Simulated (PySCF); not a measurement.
PySCF input file for boron trifluoride (BF3), SMILES FB(F)F, PBE/pcSseg-1. Coordinates come from a B3LYP-D3(BJ)/def2-TZVP optimisation.

```python
import numpy as np
from pyscf import gto, scf, dft
from pyscf.prop.nmr import rks as nmr

mol = gto.M(
    atom='''
    F     1.31563921    0.00000000    0.00000000
    B    -0.00000000    0.00000000    0.00000000
    F    -0.65781960   -1.13937697    0.00000000
    F    -0.65781960    1.13937697    0.00000000
    ''',
    basis='pcSseg-1',
    charge=0,
    spin=0,
    max_memory=1600,
    verbose=3,
)
mf = dft.RKS(mol, xc='pbe')
mf.grids.level = 3
mf.conv_tol = 1e-10
mf.max_cycle = 100
mf.kernel()
n = nmr.NMR(mf)
n.verbose = 2
n.max_cycle_cphf = 60
sigma = n.kernel()
print('atom   isotropic/ppm   span/ppm')
for i, s in enumerate(sigma):
    w = np.linalg.eigvalsh((s + s.T) / 2)
    print(f'{mol.atom_symbol(i):2s}{i + 1:3d} {w.mean():14.3f} {w[2] - w[0]:11.3f}')
```

Program output:

```
converged SCF energy = -324.222503280258
atom   isotropic/ppm   span/ppm
F   1        285.068     217.001
B   2         83.882      15.040
F   3        285.068     216.997
F   4        285.068     216.997
```

The calculation finished and met its thresholds.
